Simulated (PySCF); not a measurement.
# Orbital picture of AlSn

M06-L at R = 2.666 Å; PySCF, scalar-relativistic core potentials, basis sets Al def2-SVPD, Sn def2-SVPD with ECP28. State: ⁴Σ⁻ (quartet), unpaired electrons σ ↑, π ↑↑. Only the outer orbitals are listed, counted within each symmetry, core potentials removing the inner ones.

```json
{"spin": "α", "orbital": "7σ", "occ.": "1", "ε (eV)": "-11.72", "on Al (%)": "25", "main shells (%)": "73 Sn s, 18 Al s"}
{"spin": "α", "orbital": "8σ", "occ.": "1", "ε (eV)": "-8.04", "on Al (%)": "65", "main shells (%)": "63 Al s, 18 Sn s, 16 Sn p"}
{"spin": "α", "orbital": "9σ", "occ.": "1", "ε (eV)": "-4.57", "on Al (%)": "53", "main shells (%)": "45 Al p, 43 Sn p, 8 Al s"}
{"spin": "α", "orbital": "4π", "occ.": "1", "ε (eV)": "-4.53", "on Al (%)": "34", "main shells (%)": "66 Sn p, 31 Al p"}
{"spin": "α", "orbital": "4π", "occ.": "1", "ε (eV)": "-4.53", "on Al (%)": "34", "main shells (%)": "66 Sn p, 31 Al p"}
{"spin": "α", "orbital": "5π", "occ.": "0", "ε (eV)": "-2.14", "on Al (%)": "68", "main shells (%)": "66 Al p, 30 Sn p"}
{"spin": "α", "orbital": "5π", "occ.": "0", "ε (eV)": "-2.14", "on Al (%)": "68", "main shells (%)": "66 Al p, 30 Sn p"}
{"spin": "α", "orbital": "10σ", "occ.": "0", "ε (eV)": "0.22", "on Al (%)": "45", "main shells (%)": "36 Sn s, 24 Al p, 18 Al d"}
{"spin": "β", "orbital": "7σ", "occ.": "1", "ε (eV)": "-10.40", "on Al (%)": "24", "main shells (%)": "75 Sn s, 19 Al s"}
{"spin": "β", "orbital": "8σ", "occ.": "1", "ε (eV)": "-6.95", "on Al (%)": "69", "main shells (%)": "68 Al s, 16 Sn s, 14 Sn p"}
{"spin": "β", "orbital": "4π", "occ.": "0", "ε (eV)": "-3.61", "on Al (%)": "29", "main shells (%)": "69 Sn p, 27 Al p"}
{"spin": "β", "orbital": "4π", "occ.": "0", "ε (eV)": "-3.61", "on Al (%)": "29", "main shells (%)": "69 Sn p, 27 Al p"}
{"spin": "β", "orbital": "9σ", "occ.": "0", "ε (eV)": "-3.34", "on Al (%)": "52", "main shells (%)": "46 Sn p, 41 Al p, 10 Al s"}
```

Question: Which are the highest filled and the lowest empty level, where do they sit, and how wide is the gap?

Answer: Highest filled α 4π at -4.53 eV (in %: 66 Sn p, 31 Al p); lowest empty β 4π at -3.61 eV (in %: 69 Sn p, 27 Al p); the gap at M06-L is 0.92 eV. Both belong to one degenerate shell, split only by its one-sided filling, so this is no excitation gap.

```
bond order (Mayer)                               : 1.79
⟨S²⟩                                             : 3.752
charge on Al (Mulliken, basis-dependent)         : -0.04
charge on Al (Löwdin, basis-dependent)           : -0.04
dipole moment (positive dipole means Al(−)Sn(+)) : -0.12 D
```

Spin–orbit coupling is left out. The state is the lowest determinant that a PBE0 search found; another state may lie lower at other levels.
